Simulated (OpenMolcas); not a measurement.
An OpenMolcas run meant for Te VI (ANO-RCC-VDZP, DKH4; inactive shells 1s 2s 2p 3s 3p 3d 4s 4p 4d; intended active space 1 electron in 4 orbitals (5s 5p)). One step of its input:

```
&CASPT2
Multistate=1 1
Frozen=9 9
IPEA=0.25
Imaginary=3.0
MaxIter=60
WThr=0.0 0.3 0.05
PrWF=0.5
NoMix
```

The run finished. Its levels beside those of a sound run (SS-CASPT2, IPEA 0.25 Eh, imaginary shift 0.1 Eh (closed shells correlated: 4d)), in cm-1 above each run's lowest level:

| Level | This run | Usual run |
| --- | --- | --- |
| 5s 2S 1/2 | 0.0 | 0.0 |
| 5p 2P* 1/2 | 93466 | 93382 |
| 5p 2P* 3/2 | 103410 | 103326 |

Q: Which setting is unsound, and how much does it matter here?

A: The level shift is far above the usual 0.1 to 0.3 hartree and damps the second-order energy. Against the sound run the excited levels shown move by 84 cm-1 on average and by 84 cm-1 at most.

With one active electron, CASPT2 adds the correlation within the correlated inactive shells and between them and that electron, and leaves the splitting within a term as the reference gives it. The basis is small and was not contracted for so high a charge. Levels of configurations outside the active space are missing.

* marks odd parity.
